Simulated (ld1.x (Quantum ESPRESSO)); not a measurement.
**Which change was made? (Ta, TM)**

* Element: Ta
* Generator: ld1.x (Quantum ESPRESSO) 7.5
* Type: norm-conserving Troullier–Martins (Kleinman–Bylander form)
* Functional: LDA (PZ)
* Relativity: scalar-relativistic
* Frozen core: [Xe] 4f14
* Valence charge: 5
* Reference configuration: 5d3 6s2 6p0
* Partial waves: 6s (bound): rc 2.35 bohr; 6p (bound, empty): rc 3.95 bohr; 5d (bound): rc 2.55 bohr
* Local potential: all-electron potential smoothed inside 1.90 bohr (lloc = -1)
* Core correction: Bessel-smoothed model core inside 1.90 bohr

Cutoffs, loose and tight: the cutoffs (Ry, on a coarse ladder) from which the occupation-weighted sum of valence levels, in a spherical-Bessel basis at the reference potential, stays within 10 and 1 mRy of its value at 400 Ry. They do not see the model core or the augmentation charge, which bear on the density cutoff. Test errors are all-electron minus pseudo excitation energies from the reference, over the configurations 5d3 6s1 6p0; 5d3 6s0 6p0; 5d2 6s0 6p0; 5d3 6s1 6p1; 5d3 6s0 6p2; 5d3.5 6s1.5 6p0; 5d3 6s1.5 6p0 (two spin-polarised tests are not counted in the largest error); variants that change the core or the reference have their own tests. The largest error is taken over the tests solved by every variant that gives reliable tests at all, those not shown here included: 5d2 6s0 6p0; 5d3 6s0 6p0; 5d3 6s1 6p0; 5d3 6s1 6p1; 5d3 6s1.5 6p0; 5d3.5 6s1.5 6p0.

The base gives: outcome: generated; cutoff, loose: 25 Ry; cutoff, tight: 30 Ry; bound ghosts: s, p; largest test error (meV): -166.

Q: After one change the result is: outcome: generated; cutoff, loose: 18 Ry; cutoff, tight: 25 Ry; bound ghosts: s, p; largest test error (meV): -164. Which change was it?
A. wave 5d (bound): rc 2.55 bohr becomes 5d (bound): rc 1.84 bohr
B. wave 5d (bound): rc 2.55 bohr becomes 5d (bound): rc 3.66 bohr
C. wave 5d (bound): rc 2.55 bohr becomes 5d (bound): rc 3.00 bohr

A: C. The others give: wave 5d (bound): rc 2.55 bohr becomes 5d (bound): rc 1.84 bohr → outcome: generated; cutoff, loose: 30 Ry; cutoff, tight: 35 Ry; bound ghosts: s, p; largest test error (meV): -165 | wave 5d (bound): rc 2.55 bohr becomes 5d (bound): rc 3.66 bohr → outcome: generated; cutoff, loose: 15 Ry; cutoff, tight: 25 Ry; bound ghosts: s, p; largest test error (meV): -120.
